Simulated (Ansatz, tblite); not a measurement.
Zr oxide hydroxide: vertical triplet (eV) at several levels, gas phase, relaxed structures; Ansatz, xTB through tblite. Clusters are the lowest isomers that short searches found in that spin, judged at the geometry's level. Core potentials for Zr in the def2 sets, no spin–orbit coupling. xTB has no spin-polarisation term. The structures are stationary points that may keep the symmetry of their start. Remarks come from the PBE and PBE0 runs and from stability tests at other levels; not every state was tested. HOMO above LUMO (over both spins in singlets and doublets, within one spin in higher multiplets; at PBE or PBE0), or a gap under 0.15 eV within one spin, warns that the state may not be the lowest or that an electron is smeared out.

| species | state | geometry | GFN1-xTB | GFN2-xTB | PBE-D4/def2-TZVP | r2SCAN-D4/def2-TZVP | PBE0-D4/def2-TZVP | remarks |
| --- | --- | --- | --- | --- | --- | --- | --- | --- |
| ZrO3H2 | singlet | PBE-D4/def2-TZVP | 4.28 | 3.59 | 3.65 | 3.58 | 3.64 | gap within one spin near zero at PBE or PBE0 (triplet) |
| Zr2O5H2 | singlet | B3LYP-D4/def2-SVP | 3.37 | 2.85 | 3.17 | 3.22 | 3.47 | gap within one spin near zero at PBE or PBE0 (triplet) |
| Zr2O6H4 (with an O–O bond) | singlet | r2SCAN-D4/def2-SVP | 3.35 | 3.64 | 3.48 | 3.74 | 4.01 | gap within one spin near zero at PBE or PBE0 (triplet) |
| Zr3O7H2 (with an O–O bond) | singlet | PBE0-D4/def2-SVP | 3.40 | 3.55 | 3.70 | 4.04 | 4.21 | gap within one spin near zero at PBE or PBE0 (triplet) |

(1) Estimate the rows for ZrO4H4 (with an O–O bond) (singlet, PBE-D4/def2-SVP geometry).

(1) 
```tsv
species	state	geometry	GFN1-xTB	GFN2-xTB	PBE-D4/def2-TZVP	r2SCAN-D4/def2-TZVP	PBE0-D4/def2-TZVP
ZrO4H4 (with an O–O bond)	singlet	PBE-D4/def2-SVP	4.32	4.75	3.96	3.95	4.10
```

Over the 5 species that have every level, the mean is 3.74 at GFN1-xTB, 3.68 at GFN2-xTB, 3.59 at PBE-D4/def2-TZVP, 3.71 at r2SCAN-D4/def2-TZVP, 3.89 at PBE0-D4/def2-TZVP.
